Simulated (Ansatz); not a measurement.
Correlation energies of `[F][Sn]([Cl])([Cl])[Cl]` by basis set

```xyz
5

F     0.4116   -1.8641   -0.2193
Sn    0.0064   -0.0288   -0.0034
Cl    1.6141    1.1564   -1.1011
Cl   -2.0553    0.3235   -0.9086
Cl    0.0233    0.4130    2.2324
```

The species carries charge 0 and has multiplicity 1. Correlated methods include outer-core shells of Sn, which these sets cover unevenly. Sn: def2 effective core potential. All single points use the PBE0-D4/def2-TZVP geometry. Frozen core, restricted reference, Ansatz.

```json
{"basis": "def2-SVP", "HF (Eh)": "-1690.92719", "MP2 corr.": "-0.68143"}
{"basis": "def2-TZVPP", "HF (Eh)": "-1691.54949", "MP2 corr.": "-1.11897"}
{"basis": "def2-QZVPP", "HF (Eh)": "-1691.59677", "MP2 corr.": "-1.41746"}
```

(1) Estimate the CCSD correlation energy and the (T) correction in each basis where they were run (hartree).

Answers

(1) 
```csv
basis,CCSD corr.,(T)
def2-SVP,-0.71806,-0.01512
def2-TZVPP,-1.15280,-0.04389
```
